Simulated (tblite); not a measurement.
Parent: `[CH3:1][SiH2:2][C:3]([CH3:4])([CH3:5])[CH3:6]`, C5H14Si.

The geometries are computed with GFN2-xTB (gas phase). One conformer each, not checked by frequencies here.

```tsv
coordinate of the parent	value
C1–Si2	1.898 Å
Si2–C3	1.921 Å
C3–C4	1.529 Å
C3–C5	1.530 Å
C3–C6	1.530 Å
C1–Si2–C3	111.2°
Si2–C3–C4	109.5°
Si2–C3–C5	110.7°
Si2–C3–C6	110.6°
C4–C3–C5	108.6°
C4–C3–C6	108.7°
C5–C3–C6	108.7°
```

Problem. How does the shared frame change in `[CH2:1]=[N:2][Si@H:3]([CH3:4])[C:5]([CH3:6])([CH3:7])[CH3:8]` with C1–N2–Si3–C4 -125°, C6H15NSi? Atoms pair as C1 = C4, Si2 = Si3, C3 = C5, C4 = C6, C5 = C7, C6 = C8 (parent first).

Solution. 
| parent | relative | value in the relative | change |
| --- | --- | --- | --- |
| C1–Si2 | C4–Si3 | 1.896 Å | -0.002 |
| Si2–C3 | Si3–C5 | 1.920 Å | -0.001 |
| C3–C4 | C5–C6 | 1.528 Å | -0.001 |
| C3–C5 | C5–C7 | 1.528 Å | -0.002 |
| C3–C6 | C5–C8 | 1.528 Å | -0.002 |
| C1–Si2–C3 | C4–Si3–C5 | 112.5° | +1.3 |
| Si2–C3–C4 | Si3–C5–C6 | 109.8° | +0.3 |
| Si2–C3–C5 | Si3–C5–C7 | 110.6° | -0.1 |
| Si2–C3–C6 | Si3–C5–C8 | 109.7° | -0.9 |
| C4–C3–C5 | C6–C5–C7 | 108.9° | +0.3 |
| C4–C3–C6 | C6–C5–C8 | 108.8° | +0.1 |
| C5–C3–C6 | C7–C5–C8 | 108.9° | +0.2 |

No shared bond changes by more than 0.004 Å. Bonds of the relative outside the shared frame: C1=N2 1.247, N2–Si3 1.724 Å. Point group Cs → C1.
